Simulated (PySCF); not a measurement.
How the method moves the HOMO and LUMO of `[SiH3]OC[SiH2]P`

Compound: CH₉OPSi₂.
Cartesian coordinates in Å at the PBE0-D3(BJ)/def2-SVP level; atoms count from 1:
```xyz
14
CH9OPSi2 angstrom
Si    -2.4258    0.6465    0.2801
O     -0.9002    0.2075   -0.2358
C     -0.2060   -0.9030    0.2960
Si     1.5754   -0.8312   -0.3589
P      2.3385    1.2211    0.2058
H     -2.7680    1.8997   -0.4431
H     -2.4259    0.8736    1.7594
H     -3.4231   -0.4243   -0.0342
H     -0.6896   -1.8577    0.0110
H     -0.1818   -0.8772    1.4041
H      2.4041   -1.8694    0.3303
H      1.5923   -1.0958   -1.8300
H      3.5204    1.1260   -0.5921
H      1.5797    1.8670   -0.8161
```

Basis pcSseg-1 throughout (PySCF), one geometry. The structure is a single PBE0-D3(BJ)/def2-SVP conformer in the gas phase; no vibrational or solvent corrections.

**Question.** How do the orbital energies, the gap and the dipole change with the method?

**Answer.** 
```json
{"method": "BLYP", "kind": "GGA", "HOMO (eV)": "-6.18", "LUMO (eV)": "-0.60", "gap (eV)": "5.57", "μ (D)": "1.09", "SCF cycles": "14"}
{"method": "B97-D", "kind": "GGA", "HOMO (eV)": "-6.31", "LUMO (eV)": "-0.58", "gap (eV)": "5.73", "μ (D)": "1.13", "SCF cycles": "14"}
{"method": "OPBE", "kind": "GGA", "HOMO (eV)": "-6.35", "LUMO (eV)": "-0.55", "gap (eV)": "5.80", "μ (D)": "1.19", "SCF cycles": "15"}
{"method": "PBE", "kind": "GGA", "HOMO (eV)": "-6.35", "LUMO (eV)": "-0.78", "gap (eV)": "5.57", "μ (D)": "1.12", "SCF cycles": "14"}
{"method": "KT2", "kind": "GGA", "HOMO (eV)": "-6.41", "LUMO (eV)": "-0.93", "gap (eV)": "5.47", "μ (D)": "1.07", "SCF cycles": "15"}
{"method": "KT3", "kind": "GGA", "HOMO (eV)": "-6.41", "LUMO (eV)": "-0.76", "gap (eV)": "5.65", "μ (D)": "1.08", "SCF cycles": "14"}
{"method": "LDA", "kind": "LDA", "HOMO (eV)": "-6.41", "LUMO (eV)": "-1.05", "gap (eV)": "5.36", "μ (D)": "1.14", "SCF cycles": "13"}
{"method": "BP86", "kind": "GGA", "HOMO (eV)": "-6.45", "LUMO (eV)": "-0.82", "gap (eV)": "5.63", "μ (D)": "1.14", "SCF cycles": "14"}
{"method": "B97-2", "kind": "global hybrid", "HOMO (eV)": "-7.23", "LUMO (eV)": "0.15", "gap (eV)": "7.38", "μ (D)": "1.23", "SCF cycles": "12"}
{"method": "B3LYP", "kind": "global hybrid", "HOMO (eV)": "-7.23", "LUMO (eV)": "-0.07", "gap (eV)": "7.16", "μ (D)": "1.18", "SCF cycles": "13"}
{"method": "PBE0", "kind": "global hybrid", "HOMO (eV)": "-7.46", "LUMO (eV)": "0.11", "gap (eV)": "7.57", "μ (D)": "1.24", "SCF cycles": "12"}
{"method": "mPW1PW91", "kind": "global hybrid", "HOMO (eV)": "-7.48", "LUMO (eV)": "0.15", "gap (eV)": "7.63", "μ (D)": "1.25", "SCF cycles": "12"}
{"method": "BHandHLYP", "kind": "global hybrid", "HOMO (eV)": "-8.42", "LUMO (eV)": "1.05", "gap (eV)": "9.48", "μ (D)": "1.29", "SCF cycles": "11"}
{"method": "CAM-B3LYP", "kind": "range-separated hybrid", "HOMO (eV)": "-8.71", "LUMO (eV)": "1.17", "gap (eV)": "9.88", "μ (D)": "1.25", "SCF cycles": "12"}
{"method": "wB97X-D", "kind": "range-separated hybrid", "HOMO (eV)": "-9.29", "LUMO (eV)": "1.91", "gap (eV)": "11.20", "μ (D)": "1.31", "SCF cycles": "13"}
{"method": "HF", "kind": "Hartree–Fock", "HOMO (eV)": "-9.97", "LUMO (eV)": "3.37", "gap (eV)": "13.34", "μ (D)": "1.46", "SCF cycles": "10"}
{"method": "LC-wPBE", "kind": "range-separated hybrid", "HOMO (eV)": "-10.07", "LUMO (eV)": "2.36", "gap (eV)": "12.43", "μ (D)": "1.36", "SCF cycles": "13"}
```

The HOMO spans 3.90 eV, from BLYP down to LC-wPBE, and the gap runs from 5.36 eV (LDA) to 13.34 eV (HF). Over the methods BLYP (0 %), B97-D (0 %), OPBE (0 %), PBE (0 %), KT2 (0 %), KT3 (0 %), LDA (0 %), BP86 (0 %), B97-2 (21 %), B3LYP (20 %), PBE0 (25 %), mPW1PW91 (25 %), BHandHLYP (50 %), HF (100 %), a straight line through the gap against the share of exact exchange rises by 0.78 eV for each 10 % (correlation coefficient 0.999). The dipole ranges from 1.07 D (KT2) to 1.46 D (HF). This basis has no diffuse functions.
